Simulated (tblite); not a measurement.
Species: C4H8Cl2Ga2.
SMILES with atom numbers: `[CH2:1]=[CH:2]/[CH:3]=[CH:4]/[GaH-:5]1[Cl+:6][GaH2-:7][Cl+:8]1` (hydrogens: H9, H10 on C1; H11 on C2; H12 on C3; H13 on C4; H14 on Ga5; H15, H16 on Ga7)
Bond orders are those of one Lewis drawing.

Computed with GFN2-xTB (tblite), gas phase: L-BFGS steps from a force-field or distance-geometry start until the largest atomic force falls under 0.01 eV/Å.

The end geometry, which sets the zero of energy:
```
atom  x, y, z in Å
C1     -2.1418   -2.1749   -0.6167
C2     -2.1493   -0.8454   -0.6384
C3     -0.9905   -0.0432   -0.3192
C4     -0.9639    1.2998   -0.2924
Ga5     0.7517    2.1918    0.2141
Cl6     1.5499    1.1100    2.1168
Ga7     2.9082   -0.1848    0.8578
Cl8     2.4702    1.1228   -0.9355
H9     -3.0186   -2.7541   -0.8494
H10    -1.2533   -2.7292   -0.3606
H11    -3.0509   -0.3045   -0.8958
H12    -0.0855   -0.6111   -0.0797
H13    -1.8800    1.8350   -0.5316
H14     1.1885    3.6803    0.3596
H15     4.3795    0.0060    1.2986
H16     2.2783   -1.5896    0.6612
```

Problem. These geometries come from the run, each turned onto the end geometry. Order them by energy, lowest first.
A.
```
atom  x, y, z in Å
C1     -2.2389   -2.1735   -0.6335
C2     -2.1942   -0.8446   -0.6506
C3     -1.0245   -0.0780   -0.2827
C4     -0.9499    1.2637   -0.3143
Ga5     0.7502    2.1423    0.2448
Cl6     1.5930    1.0745    2.1329
Ga7     3.0238   -0.1295    0.8622
Cl8     2.4795    1.1192   -0.9379
H9     -3.1279   -2.7158   -0.9054
H10    -1.3814   -2.7649   -0.3581
H11    -3.0676   -0.2740   -0.9391
H12    -0.1595   -0.6654    0.0438
H13    -1.8223    1.8228   -0.6473
H14     1.1575    3.6381    0.4135
H15     4.4784    0.1667    1.2896
H16     2.4762   -1.5725    0.6709
```
B.
```
atom  x, y, z in Å
C1     -2.2143   -2.1722   -0.6544
C2     -2.1976   -0.8428   -0.6334
C3     -1.0240   -0.0706   -0.2932
C4     -0.9644    1.2718   -0.2885
Ga5     0.7571    2.1533    0.2100
Cl6     1.5746    1.0953    2.1183
Ga7     3.0020   -0.1441    0.8815
Cl8     2.4973    1.1150   -0.9301
H9     -3.0989   -2.7301   -0.9081
H10    -1.3374   -2.7498   -0.4122
H11    -3.0874   -0.2751   -0.8754
H12    -0.1418   -0.6594   -0.0236
H13    -1.8608    1.8231   -0.5630
H14     1.1831    3.6472    0.3372
H15     4.4594    0.1290    1.3262
H16     2.4455   -1.5816    0.6975
```
C.
```
atom  x, y, z in Å
C1     -2.3293   -2.1560   -0.3587
C2     -2.0938   -0.9068   -0.7464
C3     -1.0231   -0.1045   -0.1977
C4     -0.8168    1.1950   -0.4732
Ga5     0.7291    2.1388    0.3876
Cl6     1.5229    0.7847    2.0879
Ga7     2.9837   -0.0877    0.5953
Cl8     2.6843    1.6569   -0.8012
H9     -3.1444   -2.7414   -0.7461
H10    -1.7052   -2.6296    0.3796
H11    -2.7239   -0.4286   -1.4840
H12    -0.3635   -0.6167    0.5060
H13    -1.4864    1.6877   -1.1776
H14     0.9695    3.6053    0.8701
H15     4.3986   -0.0280    1.2024
H16     2.3907   -1.3602   -0.0552
```
D.
```
atom  x, y, z in Å
C1     -2.2653   -2.1660   -0.5940
C2     -2.1813   -0.8439   -0.7181
C3     -1.0422   -0.0797   -0.2612
C4     -0.9578    1.2606   -0.2956
Ga5     0.7343    2.1420    0.3039
Cl6     1.6337    1.0358    2.1387
Ga7     3.0509   -0.1267    0.7999
Cl8     2.4287    1.1414   -0.9498
H9     -3.1228   -2.7234   -0.9359
H10    -1.4652   -2.7342   -0.1407
H11    -2.9888   -0.2798   -1.1698
H12    -0.2206   -0.6748    0.1453
H13    -1.8027    1.8104   -0.7065
H14     1.1549    3.6257    0.5199
H15     4.5024    0.2067    1.2026
H16     2.5344   -1.5851    0.6501
```
E.
```
atom  x, y, z in Å
C1     -2.3077   -2.1581   -0.4645
C2     -2.1112   -0.8786   -0.7685
C3     -1.0475   -0.0757   -0.2034
C4     -0.9310    1.2556   -0.3474
Ga5     0.7004    2.1497    0.3828
Cl6     1.6018    0.8980    2.1048
Ga7     3.0559   -0.1324    0.6875
Cl8     2.5021    1.3726   -0.8935
H9     -3.1151   -2.7277   -0.8919
H10    -1.6706   -2.6760    0.2341
H11    -2.7623   -0.3708   -1.4697
H12    -0.3115   -0.6285    0.3873
H13    -1.6970    1.7725   -0.9244
H14     1.0500    3.6371    0.6867
H15     4.5073    0.1086    1.1783
H16     2.5289   -1.5374    0.2907
```

Solution. B (0.004 eV), A (0.008 eV), D (0.017 eV), E (0.044 eV), C (0.080 eV).

In the order of the answer:

```csv
step,E above end (eV),largest force (eV/Å),rms force component (eV/Å),rms distance from end (Å),rms bond change (Å),bond most changed (Å)
105,0.004,0.02,0.009,0.084,0.001,Ga5–Cl8 -0.003
86,0.008,0.07,0.022,0.112,0.002,C4–Ga5 -0.005
76,0.017,0.10,0.034,0.185,0.005,Ga7–Cl8 -0.014
53,0.044,0.06,0.026,0.361,0.008,Ga5–Cl6 -0.018
29,0.080,0.10,0.035,0.497,0.006,Ga5–Cl6 -0.016
```

What follows is the cost of the whole relaxation. Time: 2.3 s wall. Hardware: an Arm Neoverse N1 with one thread, no GPU (shared host).
